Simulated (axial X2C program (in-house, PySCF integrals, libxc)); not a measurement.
**SbF: bond constants with and without spin–orbit coupling**

All values were computed with an in-house relativistic program for diatomic molecules. Spin-free means the one-electron spin-free X2C Hamiltonian; two-component (2c) means X2C with spin–orbit coupling and atomic mean-field two-electron Coulomb and Gaunt terms, so the difference of the two also holds small scalar two-electron terms. Basis: Sb dyall-cv3z [11s12p8d4f1g], F dyall-av3z [7s6p3d2f] (cores contracted in-house); Gaussian nuclei, density fitting, unrestricted open shells. Masses: Sb 120.904 u, F 18.998 u.

State, spin-free: M_S = 1, Λ = 0 (beyond evenly filled blocks: π+α, π-α); electrons by block: σα: 13, σβ: 13, π+α: 7, π+β: 6, π-α: 7, π-β: 6, δ+α: 2, δ+β: 2, δ-α: 2, δ-β: 2. Fragments: Sb + F.

State, 2c: Ω = 1 (⟨Sz⟩ = 1.00, ⟨Lz⟩ = 0.00 at PBE0); electrons by block: 1/2: 19, -1/2: 20, 3/2: 9, -3/2: 8, 5/2: 2, -5/2: 2. Fragments: Sb + F.

```tsv
Hamiltonian	level	Re (Å)	ωe (cm⁻¹)	ωexe (cm⁻¹)	De (eV)	k (mdyn/Å)	μ (D)
spin-free	PBE0	1.921	609.2	2.65	4.13	3.59	-2.33
spin-free	HF	1.897	647.1	2.74	2.23	4.05	-2.49
spin-free	MP2	1.925	604.0	2.62	4.18	3.53	n/a
spin-free	CCSD	1.916	619.3	2.71	4.01	3.71	n/a
spin-free	CCSD(T)	1.921	610.6	2.79	n/a	3.61	n/a
spin-free	r2SCAN	1.925	605.6	2.72	4.27	3.55	-2.20
2c	PBE0	1.923	606.7	2.66	4.07	3.56	-2.34
2c	HF	1.899	644.7	2.75	2.18	4.02	-2.50
2c	MP2	1.926	601.5	2.62	4.13	3.5	n/a
2c	CCSD	1.918	616.9	2.72	3.96	3.68	n/a
2c	CCSD(T)	1.923	608.3	2.79	n/a	3.58	n/a
2c	r2SCAN	1.926	603.6	2.73	4.23	3.52	-2.21
```

Correlated methods: 22 electrons correlated (number of frozen shells: Sb 4 s, 3 p, 1 d; F 1 s), 256 virtual spin orbitals or spinors in MP2, 110 natural virtuals in coupled cluster.

Dipoles are positive if F is the positive end.

The state is one determinant whose occupation by symmetry is held fixed; it was picked as the lowest of a PBE0 search that is not exhaustive. Dissociation energies refer to the lowest single-determinant-based atoms at the same level and basis. De is not given where an atomic determinant may have missed its ground term or J level, or where the truncated virtual space spoils (T). Density functionals use the spin component along the axis (collinear). Coupled cluster ran in a truncated set of natural virtual spinors; the MP2 energy of the rest was added. (T) has no such correction and the atoms are truncated less, which lowers De at CCSD(T) by a hundredth of an eV or more. The 2c atoms are single determinants rather than J levels; their spin–orbit lowering is only partly caught, and De is too large by that part. This holds for PBE0, r2SCAN. PBE0 can misorder states that lie within some tenths of an eV, so this need not be the ground state of the molecule. The nearest other spin-free determinant of the search, M_S = 0, Λ = 2, lies 0.85 eV up at the distance of the search. The functionals have no current-density term, which raises determinants with orbital currents, atoms included. With several unpaired electrons one determinant need not be a pure state. Open-shell Ω = 0 determinants with evenly filled partner blocks cannot be reached by this program, so the Ω shown need not be the lowest component. This is the Ω = 1 component of a π² triplet; the 0⁺ component is not one determinant and can lie lowest.

Rough cost a point (2c) on 1 thread(s) of a shared host, integrals apart: PBE0 0.6 s, HF 0.4 s, CCSD(T) 40 s, r2SCAN 0.6 s.

The whole task took 11 min on 1 thread of Intel(R) Xeon(R) Processor @ 2.30GHz, on a shared host.
